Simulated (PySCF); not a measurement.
SMILES c1ccc([SiH2]c2ccc[se]2)nc1 (C9H9NSeSi) (GFN2-xTB optimised geometry):

```
21

C     -1.145    -2.847     0.000
C     -1.795    -1.623     0.007
C     -1.032    -0.468     0.008
C      0.358    -0.566    -0.001
Si     1.496     0.945    -0.043
C      0.913     2.019    -1.478
C      1.357     3.268    -1.802
C      0.786     3.851    -2.956
C     -0.128     3.070    -3.585
Se    -0.364     1.444    -2.732
N      0.971    -1.747     0.000
C      0.242    -2.847     0.000
H     -1.697    -3.774    -0.004
H     -2.875    -1.572     0.011
H     -1.502     0.505     0.020
H      2.875     0.505    -0.247
H      1.348     1.722     1.198
H      2.097     3.776    -1.206
H      1.056     4.835    -3.304
H     -0.680     3.315    -4.475
H      0.800    -3.776    -0.002
```

Calculation: B3LYP/def2-SVP (PySCF).

What are the frontier orbital energies and the dipole moment?

HOMO-2 -6.73 eV, HOMO-1 -6.64 eV, HOMO -6.50 eV, LUMO -1.04 eV, LUMO+1 -0.86 eV; dipole moment 2.11 D.

Meta-Löwdin charges at B3LYP/def2-SVP: C1 -0.12, C2 -0.07, C3 -0.12, C4 -0.10, Si5 0.65, C6 -0.37, C7 -0.12, C8 -0.13, C9 -0.25, Se10 0.30, N11 -0.25, C12 0.02, H13 0.11, H14 0.11, H15 0.11, H16 -0.10, H17 -0.11, H18 0.11, H19 0.11, H20 0.12, H21 0.10.
